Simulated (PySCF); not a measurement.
## Spin-rotation constants: `N[SiH](N)[C@@H]1C=CO1`, C₃H₈N₂OSi

Molfile (atoms numbered from 1):
```
C3H8N2OSi
     RDKit          3D

 15 15  0  0  0  0  0  0  0  0999 V2000
   -1.7575   -1.2523    0.5352 N   0  0  0  0  0  0  0  0  0  0  0  0
   -1.0253    0.0030   -0.3927 Si  0  0  0  0  0  4  0  0  0  0  0  0
   -1.2416    1.4208    0.5580 N   0  0  0  0  0  0  0  0  0  0  0  0
    0.7904   -0.5378   -0.6338 C   0  0  2  0  0  0  0  0  0  0  0  0
    1.6732   -0.4603    0.5703 C   0  0  0  0  0  0  0  0  0  0  0  0
    2.2339    0.6213    0.0230 C   0  0  0  0  0  0  0  0  0  0  0  0
    1.5127    0.6194   -1.1495 O   0  0  0  0  0  0  0  0  0  0  0  0
   -1.6429   -2.2074    0.2383 H   0  0  0  0  0  0  0  0  0  0  0  0
   -2.7064   -1.1008    0.8352 H   0  0  0  0  0  0  0  0  0  0  0  0
   -1.5614    0.3303   -1.7180 H   0  0  0  0  0  0  0  0  0  0  0  0
   -0.8109    2.2704    0.2315 H   0  0  0  0  0  0  0  0  0  0  0  0
   -1.1310    1.3435    1.5568 H   0  0  0  0  0  0  0  0  0  0  0  0
    0.9366   -1.3964   -1.2863 H   0  0  0  0  0  0  0  0  0  0  0  0
    1.7529   -1.0141    1.4799 H   0  0  0  0  0  0  0  0  0  0  0  0
    2.9729    1.3683    0.2453 H   0  0  0  0  0  0  0  0  0  0  0  0
  1  2  1  0
  2  3  1  0
  2  4  1  0
  4  5  1  0
  5  6  2  0
  6  7  1  0
  7  4  1  0
  1  8  1  0
  1  9  1  0
  2 10  1  0
  3 11  1  0
  3 12  1  0
  4 13  1  6
  5 14  1  0
  6 15  1  0
M  END
```

Computed, not measured: GIAO KT3/6-31++G** magnetisability, rotational g tensor and spin-rotation constants, non-relativistic, gas phase (PySCF 2.14.0). Geometry: GFN2-xTB.

Give the nuclear spin-rotation constants along the inertial axes (H = +C I·J) beside the isotropic shieldings.

Rotational constants 3.9802, 1.6101, 1.4502 GHz. A star marks the isotopologue with that one atom substituted, in its own axes.
```
atom  isotope  Caa (kHz)  Cbb (kHz)  Ccc (kHz)  mean (kHz)  σ (ppm)
  N1      14N      0.122      0.044      0.048       0.071    257.8
  N3      14N      0.139      0.046      0.033       0.072    261.6
  H8       1H     -0.466     -0.004     -0.177      -0.215     31.9
  H9       1H      0.017     -0.180     -0.183      -0.115     31.5
 H10       1H     -0.290     -0.111      0.049      -0.117     26.5
 H11       1H     -0.347     -0.052     -0.163      -0.187     31.6
 H12       1H     -0.521     -0.180      0.012      -0.230     31.8
 H13       1H     -0.393      0.011     -0.049      -0.144     26.7
 H14       1H     -0.418     -0.075      0.051      -0.147     26.1
 H15       1H      0.043     -0.064     -0.100      -0.040     24.8
 Si2    29Si*     -2.159     -0.886     -0.821      -1.289    416.8
  C4     13C*      0.899      0.349      0.339       0.529    113.8
  C5     13C*      0.798      0.357      0.474       0.543     98.1
  C6     13C*      1.201      0.418      0.525       0.715     58.4
  O7     17O*     -0.724     -0.290     -0.273      -0.429    172.6
```
For the geometry as given, no vibrational averaging.
